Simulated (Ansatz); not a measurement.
Ansatz (an electronic-structure program) input (B3LYP-D3(BJ)/def2-TZVP):

Ansatz 0.2 input:
```yaml
crystal:
  periodic: [false, false, false]
  atoms:
    - {symbol: In, position_ang: [-0.00000000, -0.00000000, -0.03780298]}
    - {symbol: H, position_ang: [0.00000000, 0.00000000, 1.85234582]}
basis:
  gaussian:
    orbitals: def2-TZVP
hamiltonian:
  xc: b3lyp
  dispersion: d3bj
total_charge: 1
magnetization: {spin_polarized: true, initial_magnetization: 1}
phonons: {temperatures: {t_min: 298.15, t_max: 298.15, t_step: 100}}
```

Output:

```
Functional definition: B3LYP
integrals: 0.01 GiB planned
578 factors; integrals over basis functions are off by at most 4.7e-4 eV
mean field: 0.17 GiB planned
mean field evaluation 1: about -5182.2865 eV, gradient 1.3e1 eV
mean field evaluation 2: about -5182.1744 eV, gradient 1.6e1 eV
mean field evaluation 4: about -5183.5766 eV, gradient 3.7e-1 eV
mean field evaluation 8: about -5183.5796 eV, gradient 1.1e-2 eV
mean field -5183.57963294 eV, -190.4930379543 hartree, gradient 1.7e-5 eV, S^2 0.761092; 0 other end points of the search recorded, 0 dependent functions left out
the calculation of the forces begins
reference -5183.57980935 eV, -190.4930444372 hartree; 11, 10 occupied and 45, 46 virtual orbitals, 578 factors
these checks for a lower state are left out or cut short: stability, starts, cluster_reference, orbital_swaps, neighbouring_geometries, increment
integrals: 0.01 GiB planned
578 factors; integrals over basis functions are off by at most 4.7e-4 eV
mean field: 0.17 GiB planned
mean field evaluation 16: about -5183.5791 eV, gradient 1.7e-2 eV
mean field -5183.57963294 eV, -190.4930379539 hartree, gradient 7.3e-7 eV, S^2 0.761092; 0 other end points of the search recorded, 0 dependent functions left out
the calculation of the forces begins
reference -5183.57980935 eV, -190.4930444369 hartree; 11, 10 occupied and 45, 46 virtual orbitals, 578 factors
these checks for a lower state are left out or cut short: stability, starts, cluster_reference, orbital_swaps, neighbouring_geometries, increment
integrals: 0.01 GiB planned
578 factors; integrals over basis functions are off by at most 4.7e-4 eV
mean field: 0.17 GiB planned
mean field -5183.57963294 eV, -190.4930379539 hartree, gradient 7.3e-7 eV, S^2 0.761092; 0 other end points of the search recorded, 0 dependent functions left out
the calculation of the forces begins
reference -5183.57980935 eV, -190.4930444369 hartree; 11, 10 occupied and 45, 46 virtual orbitals, 578 factors
these checks for a lower state are left out or cut short: stability, starts, cluster_reference, orbital_swaps, neighbouring_geometries, increment
integrals: 0.01 GiB planned
578 factors; integrals over basis functions are off by at most 4.7e-4 eV
mean field: 0.17 GiB planned
mean field evaluation 32: about -5183.5796 eV, gradient 4.2e-6 eV
mean field -5183.57963294 eV, -190.4930379539 hartree, gradient 7.3e-7 eV, S^2 0.761092; 0 other end points of the search recorded, 0 dependent functions left out
the calculation of the forces begins
reference -5183.57980935 eV, -190.4930444369 hartree; 11, 10 occupied and 45, 46 virtual orbitals, 578 factors
these checks for a lower state are left out or cut short: stability, starts, cluster_reference, orbital_swaps, neighbouring_geometries, increment
integrals: 0.01 GiB planned
578 factors; integrals over basis functions are off by at most 4.7e-4 eV
mean field: 0.17 GiB planned
mean field -5183.57963294 eV, -190.4930379539 hartree, gradient 7.3e-7 eV, S^2 0.761092; 0 other end points of the search recorded, 0 dependent functions left out
the calculation of the forces begins
reference -5183.57980935 eV, -190.4930444369 hartree; 11, 10 occupied and 45, 46 virtual orbitals, 578 factors
these checks for a lower state are left out or cut short: stability, starts, cluster_reference, orbital_swaps, neighbouring_geometries, increment
integrals: 0.01 GiB planned
578 factors; integrals over basis functions are off by at most 4.6e-4 eV
mean field: 0.17 GiB planned
mean field -5183.57963481 eV, -190.4930380227 hartree, gradient 1.9e-6 eV, S^2 0.761066; 0 other end points of the search recorded, 0 dependent functions left out
the calculation of the forces begins
reference -5183.57981118 eV, -190.4930445042 hartree; 11, 10 occupied and 45, 46 virtual orbitals, 578 factors
these checks for a lower state are left out or cut short: stability, starts, cluster_reference, orbital_swaps, neighbouring_geometries, increment
integrals: 0.01 GiB planned
578 factors; integrals over basis functions are off by at most 4.7e-4 eV
mean field: 0.17 GiB planned
mean field -5183.57960954 eV, -190.4930370941 hartree, gradient 6.2e-7 eV, S^2 0.761118; 0 other end points of the search recorded, 0 dependent functions left out
the calculation of the forces begins
reference -5183.57978599 eV, -190.4930435785 hartree; 11, 10 occupied and 45, 46 virtual orbitals, 578 factors
these checks for a lower state are left out or cut short: stability, starts, cluster_reference, orbital_swaps, neighbouring_geometries, increment
integrals: 0.01 GiB planned
578 factors; integrals over basis functions are off by at most 4.7e-4 eV
mean field: 0.17 GiB planned
mean field evaluation 64: about -5183.5796 eV, gradient 7.3e-7 eV
mean field -5183.57963294 eV, -190.4930379539 hartree, gradient 7.3e-7 eV, S^2 0.761092; 0 other end points of the search recorded, 0 dependent functions left out
the calculation of the forces begins
reference -5183.57980935 eV, -190.4930444369 hartree; 11, 10 occupied and 45, 46 virtual orbitals, 578 factors
these checks for a lower state are left out or cut short: stability, starts, cluster_reference, orbital_swaps, neighbouring_geometries, increment
integrals: 0.01 GiB planned
578 factors; integrals over basis functions are off by at most 4.7e-4 eV
mean field: 0.17 GiB planned
mean field -5183.57963294 eV, -190.4930379539 hartree, gradient 7.3e-7 eV, S^2 0.761092; 0 other end points of the search recorded, 0 dependent functions left out
the calculation of the forces begins
reference -5183.57980935 eV, -190.4930444369 hartree; 11, 10 occupied and 45, 46 virtual orbitals, 578 factors
these checks for a lower state are left out or cut short: stability, starts, cluster_reference, orbital_swaps, neighbouring_geometries, increment
integrals: 0.01 GiB planned
578 factors; integrals over basis functions are off by at most 4.7e-4 eV
mean field: 0.17 GiB planned
mean field -5183.57963294 eV, -190.4930379539 hartree, gradient 7.3e-7 eV, S^2 0.761092; 0 other end points of the search recorded, 0 dependent functions left out
the calculation of the forces begins
reference -5183.57980935 eV, -190.4930444369 hartree; 11, 10 occupied and 45, 46 virtual orbitals, 578 factors
these checks for a lower state are left out or cut short: stability, starts, cluster_reference, orbital_swaps, neighbouring_geometries, increment
integrals: 0.01 GiB planned
578 factors; integrals over basis functions are off by at most 4.7e-4 eV
mean field: 0.17 GiB planned
mean field -5183.57963294 eV, -190.4930379539 hartree, gradient 7.3e-7 eV, S^2 0.761092; 0 other end points of the search recorded, 0 dependent functions left out
the calculation of the forces begins
reference -5183.57980935 eV, -190.4930444369 hartree; 11, 10 occupied and 45, 46 virtual orbitals, 578 factors
these checks for a lower state are left out or cut short: stability, starts, cluster_reference, orbital_swaps, neighbouring_geometries, increment
integrals: 0.01 GiB planned
578 factors; integrals over basis functions are off by at most 4.7e-4 eV
mean field: 0.17 GiB planned
mean field -5183.57960954 eV, -190.4930370941 hartree, gradient 6.2e-7 eV, S^2 0.761118; 0 other end points of the search recorded, 0 dependent functions left out
the calculation of the forces begins
reference -5183.57978599 eV, -190.4930435785 hartree; 11, 10 occupied and 45, 46 virtual orbitals, 578 factors
these checks for a lower state are left out or cut short: stability, starts, cluster_reference, orbital_swaps, neighbouring_geometries, increment
integrals: 0.01 GiB planned
578 factors; integrals over basis functions are off by at most 4.6e-4 eV
mean field: 0.17 GiB planned
mean field evaluation 96: about -5183.5796 eV, gradient 4.7e-5 eV
mean field -5183.57963481 eV, -190.4930380227 hartree, gradient 1.9e-6 eV, S^2 0.761066; 0 other end points of the search recorded, 0 dependent functions left out
the calculation of the forces begins
reference -5183.57981118 eV, -190.4930445042 hartree; 11, 10 occupied and 45, 46 virtual orbitals, 578 factors
Total energy: -5183.60655555 eV, -190.4940273416 hartree
Atom 0 at    -0.000000    -0.000000    -0.037803 Å, force    -0.000000    -0.000000     0.000499 eV/Å
Atom 1 at     0.000000     0.000000     1.852346 Å, force     0.000000     0.000000    -0.000499 eV/Å
Dipole moment:     0.000000    -0.000000     0.050409 e Å
Vibrations: 968.87 cm⁻¹, zero-point energy 0.060062 eV
```
